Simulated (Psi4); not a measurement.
silicon monoxide (OSi), singlet, at a GFN2-xTB geometry; CAM-B3LYP/6-31G** (Psi4 1.11).

Psi4 was given this input:
```
memory 2 GB

molecule {
0 1
Si   -0.00000000   -0.00000000   -0.54858264
O     0.00000000    0.00000000    0.96001962
}

set {
  basis 6-31g**
  damping_percentage 50
}

energy('cam-b3lyp')
print_variables()
```

The log (banner, timings and long lists left out):

```
   => Loading Basis Set <=

    Name: 6-31G**
    Role: ORBITAL
    Keyword: BASIS

         ---------------------------------------------------------
                                   SCF
               by Justin Turney, Rob Parrish, Andy Simmonett
                          and Daniel G. A. Smith
                              RKS Reference
         ---------------------------------------------------------

  ==> Geometry <==

    Molecular point group: c2v
    Full point group: C_inf_v

    Geometry (in Angstrom), charge = 0, multiplicity = 1:

       Center              X                  Y                   Z               Mass
    ------------   -----------------  -----------------  -----------------  -----------------
         SI           0.000000000000     0.000000000000    -0.548759472203    27.976926534650
         O            0.000000000000     0.000000000000     0.959842787797    15.994914619570

  Running in c2v symmetry.

  Rotational constants: A = ************  B =      0.72785  C =      0.72785 [cm^-1]
  Rotational constants: A = ************  B =  21820.28472  C =  21820.28472 [MHz]
  Nuclear repulsion =   39.286596054177998

  Charge       = 0
  Multiplicity = 1
  Electrons    = 22
  Nalpha       = 11
  Nbeta        = 11

  ==> Algorithm <==

  SCF Algorithm Type is DF.
  DIIS enabled.
  MOM disabled.
  Fractional occupation disabled.
  Guess Type is SAD.
  Energy threshold   = 1.00e-06
  Density threshold  = 1.00e-06
  Integral threshold = 1.00e-12

  ==> Primary Basis <==

  Basis Set: 6-31G**
    Blend: 6-31G**
    Number of shells: 14
    Number of basis functions: 34
    Number of Cartesian functions: 34
    Spherical Harmonics?: false
    Max angular momentum: 2

  ==> DFT Potential <==

   => LibXC <=

    Version 7.1.2
    S. Lehtola, C. Steigemann, M. J. T. Oliveira, and M. A. L. Marques,  SoftwareX 7, 1–5 (2018) (10.1016/j.softx.2017.11.002)

   => Composite Functional: CAM-B3LYP <=

    CAM-B3LYP Hyb-GGA Exchange-Correlation Functional

    T. Yanai, D. P. Tew, and N. C. Handy,  Chem. Phys. Lett. 393, 51 (2004) (10.1016/j.cplett.2004.06.011)

    Deriv               =              1
    GGA                 =           TRUE
    Meta                =          FALSE

    Exchange Hybrid     =           TRUE
    MP2 Hybrid          =          FALSE

   => Exchange Functionals <=

    0.3500         Becke 88 [omega = 0.3300]
    0.4600   Short-range recipe for B88 functional - erf [omega = 0.3300]

   => Exact (HF) Exchange <=

[...]
   @DF-RKS iter  89:  -364.68120032198959    5.11450e-04   1.18508e-05 DIIS/DAMP=50%
   @DF-RKS iter  90:  -364.68133121304197   -1.30891e-04   6.72940e-06 DIIS/DAMP=50%
   @DF-RKS iter  91:  -364.68135621442190   -2.50014e-05   2.90902e-06 DIIS/DAMP=50%
   @DF-RKS iter  92:  -364.68105912584434    2.97089e-04   1.31472e-05 DIIS/DAMP=50%
   @DF-RKS iter  93:  -364.68142757983736   -3.68454e-04   7.87231e-07 DIIS/DAMP=50%
   @DF-RKS iter  94:  -364.68128878802185    1.38792e-04   1.83592e-06 DIIS/DAMP=50%
   @DF-RKS iter  95:  -364.68124304177667    4.57462e-05   2.34289e-06 DIIS/DAMP=50%
   @DF-RKS iter  96:  -364.68128107046334   -3.80287e-05   2.27542e-07 DIIS/DAMP=50%
   @DF-RKS iter  97:  -364.68118645429774    9.46162e-05   3.19062e-06 DIIS/DAMP=50%
   @DF-RKS iter  98:  -364.68122927173721   -4.28174e-05   2.35496e-06 DIIS/DAMP=50%
   @DF-RKS iter  99:  -364.68122944849256   -1.76755e-07   2.35071e-06 DIIS/DAMP=50%
   @DF-RKS iter 100:  -364.68124684689712   -1.73984e-05   1.55683e-06 DIIS/DAMP=50%

PsiException: Could not converge SCF iterations in 100 iterations.

  Failed to converge.

Traceback (most recent call last):
  File "psi4", line 375, in <module>
  File "<string>", line 23, in <module>
  File "site-packages/psi4/driver/driver.py", line 533, in energy
  File "site-packages/psi4/driver/procrouting/proc.py", line 2760, in run_scf
  File "site-packages/psi4/driver/procrouting/proc.py", line 2047, in scf_helper
  File "site-packages/psi4/driver/procrouting/scf_proc/scf_iterator.py", line 93, in scf_compute_energy
  File "site-packages/psi4/driver/procrouting/scf_proc/scf_iterator.py", line 86, in scf_compute_energy
  File "site-packages/psi4/driver/procrouting/scf_proc/scf_iterator.py", line 609, in scf_iterate

psi4.driver.p4util.exceptions.SCFConvergenceError: Could not converge SCF iterations in 100 iterations.

Printing out the relevant lines from the Psithon --> Python processed input file:
    O     0.00000000    0.00000000    0.96001962
    """)
    core.IO.set_default_namespace("")
    core.set_global_option("BASIS", "6-31g**")
    core.set_global_option("DAMPING_PERCENTAGE", 50)
--> energy('cam-b3lyp')
    print_variables()

!-------------------------------------------------------!
!                                                       !
!  Could not converge SCF iterations in 100 iterations. !
!                                                       !
!-------------------------------------------------------!
```

Convergence was not reached.
